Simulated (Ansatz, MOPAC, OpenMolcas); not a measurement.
# A ladder of methods for Si3NH9 (trisilylamine)

Si3NH9, singlet, SMILES `[SiH3]N([SiH3])[SiH3]`. Each level relaxes the structure for itself.

Quantity: the highest harmonic wavenumber at each level's own minimum, in cm⁻¹. The values are calculated.

```tsv
level	kind	program	value (cm⁻¹)
MNDO	semi-empirical	MOPAC	2374
PM6	semi-empirical	MOPAC	2138
PM6-D3	semi-empirical	MOPAC	2140
PM6-D3H4	semi-empirical	MOPAC	2139
HF/STO-3G	Hartree–Fock	Ansatz	2908
HF/3-21G	Hartree–Fock	Ansatz	2296
HF/6-31G* (Cartesian functions)	Hartree–Fock	OpenMolcas	2402
B3LYP/6-31G* (Cartesian functions)	global hybrid	Ansatz	2255
MP2/6-31G* (Cartesian functions)	perturbation theory	Ansatz	2320
```

Harmonic and unscaled. The values span 2138 to 2908 cm⁻¹. Without the sets that lack polarisation functions the rows with a basis span only 2255 to 2402 cm⁻¹.
